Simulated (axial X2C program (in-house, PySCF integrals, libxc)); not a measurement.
Testing model relations on MgI

A bond curve at the CCSD(T) level, two-component, was computed with an in-house relativistic program for diatomic molecules (basis I dyall-cv3z [11s12p8d4f1g], Mg dyall-cv3z [9s8p6d3f] (cores contracted in-house)) for the state Ω = 1/2 (⟨Sz⟩ = 0.50, ⟨Lz⟩ = 0.00 at HF). Its fit gives Re = 2.5964 Å, ωe = 314.5 cm⁻¹, ωexe = 1.1 cm⁻¹ and αe = 6.156e-04 cm⁻¹; the masses are 126.9045 and 23.9850 u. Two-component means X2C with spin–orbit coupling and atomic mean-field Coulomb and Gaunt terms.

Correlated methods: 9 electrons correlated (number of frozen shells: I 4 s, 3 p, 2 d; Mg 2 s, 1 p), 291 virtual spin orbitals or spinors in MP2, 90 natural virtuals in coupled cluster.

(1) Find the reduced mass, Be and the force constant.

(2) Estimate the centrifugal constant by the Kratzer relation.

(3) Estimate De from a Morse curve and compare with the computed well depth of 1.859 eV to I + Mg.

(4) Where do the fundamental and the first overtone lie?

(5) A Morse curve ties αe to the other constants (Pekeris). How well does that hold?

The state is one determinant whose occupation by symmetry is held fixed; it was picked as the lowest of a PBE0 search that is not exhaustive. Dissociation energies refer to the lowest single-determinant-based atoms at the same level and basis. CCSD and (T) use frozen natural virtuals with an MP2 correction for the truncation; (T) itself is uncorrected, so its De runs slightly low.

Answers

(1) From the CCSD(T) values: μ = 20.1724 u. Be = 16.8576/(μ Re²) = 0.124 cm⁻¹. k = 5.8918×10⁻⁷ μ ωe² = 1.18 mdyn/Å.

(2) D = 4Be³/ωe² = 7.70e-08 cm⁻¹.

(3) De(Morse) = ωe²/(4ωexe) = 2.787 eV against 1.859 eV computed, a ratio of 1.50. The extrapolation overshoots: the well softens faster than a Morse curve, or the lowest atomic limit lies below the one to which the curve heads.

(4) ν(1←0) = ωe − 2ωexe = 312.3 cm⁻¹; ν(2←0) = 2ωe − 6ωexe = 622.4 cm⁻¹.

(5) αe(Morse) = 6Be²/ωe × (√(ωexe/Be) − 1) = 5.801e-04 cm⁻¹; the CCSD(T) curve gives 6.156e-04 cm⁻¹, a ratio of 0.94.
